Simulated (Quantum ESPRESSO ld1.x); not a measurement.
Question: The tantalum ion Ta62+, 11 electrons, occupied as [Ne] 3s1. Method: scalar-relativistic Kohn-Sham, LDA (Slater exchange, Perdew-Zunger correlation), spin-polarised, spherical densities, point nucleus; open shells are filled with parallel spins first; computed with ld1.x of Quantum ESPRESSO 7.5. Some entries of the table are withheld. Estimate them.

| orbital | occ. | eigenvalue (eV) | <1/r> (bohr^-1) |
|---|---|---|---|
| 1s up | 1 | (1) | 85.45 |
| 1s down | 1 | (2) | 85.45 |
| 2s up | 1 | -16586.4 | (3) |
| 2s down | 1 | -16581.4 | (4) |
| 2p up | 3 | -15206.6 | 18.42 |
| 2p down | 3 | -15202.0 | 18.42 |
| 3s up | 1 | -6866.13 | (5) |
| 3s down | 0 | -6834.82 | (6) |

Answer: 
(1) 1s up eigenvalue (eV): -72635.9
(2) 1s down eigenvalue (eV): -72630.9
(3) 2s up <1/r> (bohr^-1): 20.27
(4) 2s down <1/r> (bohr^-1): 20.28
(5) 3s up <1/r> (bohr^-1): 8.319
(6) 3s down <1/r> (bohr^-1): 8.329
